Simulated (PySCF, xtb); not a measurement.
tetrachloroaluminate (AlCl4), SMILES [Al-]([Cl])([Cl])([Cl])[Cl], charge -1.

xtb 6.7.1 with GFN2-xTB at its own geometry gives an orbital gap of 9.08 eV.

Coordinates come from a B3LYP-D3(BJ)/def2-SVPD optimisation.

Question: What does ωB97X/def2-SVPD in PySCF give? (The exact figures need the calculation; the answer reports its results.)

Answer: gap 11.71 eV (levels -6.98 and 4.73 eV).
